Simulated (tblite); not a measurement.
C4H8B (doublet state).
Cartesian coordinates in Å at the GFN2-xTB level; atoms count from 1:
```xyz
13
C4H8B angstrom
C      2.2620    0.6761   -0.8226
C      1.1016    0.3313   -0.3853
B     -0.2343   -0.0581    0.1035
C     -0.4879   -1.5556    0.5770
C     -1.4189    1.0014    0.1228
H      2.5261    0.6666   -1.8749
H      3.0684    1.0037   -0.1750
H     -0.4335   -2.2345   -0.2741
H      0.2717   -1.8939    1.2798
H     -1.4600   -1.6943    1.0430
H     -1.1137    2.0046   -0.1648
H     -1.8738    1.0604    1.1108
H     -2.2121    0.6929   -0.5579
```

All values are computed: GFN2-xTB (tblite) harmonic vibrations without scaling, gas phase. Against measured fundamentals such values can be off by several per cent, at times by over 20. Open shells enter through the occupations alone, without spin polarisation, and single modes of such species can be off by tens of per cent. The optimisation stopped once no atom felt more than 0.01 eV/Å.

Lowest wavenumbers of the output (negative numbers stand for imaginary wavenumbers):
```
mode    cm-1
  1     -38.8
  2      66.7
  3     122.6
  4     126.4
  5     162.5
  6     267.1
  7     357.8
  8     456.0
  9     653.5
 10     738.7
```

**Question.** Is this structure a minimum?

**Answer.** Not by this Hessian. 1 mode is imaginary beyond 20i (39i cm⁻¹), so at this level the point lies at or near a first-order saddle. The curvature is small, so loose convergence or finite differences may be the whole cause.

**Question.** Which atoms move in the imaginary mode?

**Answer.** 39i: H8 (hydrogen on carbon) 33 %, H9 (hydrogen on carbon) 31 %, H10 (hydrogen on carbon) 25 %. These are shares of the mass-weighted motion.

**Question.** What is the remedy?

**Answer.** Step along that mode in both directions, optimise again with tighter thresholds and repeat the frequencies. The zero-point energy of this point (65.1 kcal/mol) counts the 32 real modes alone, and thermal corrections from it aren't those of a minimum.
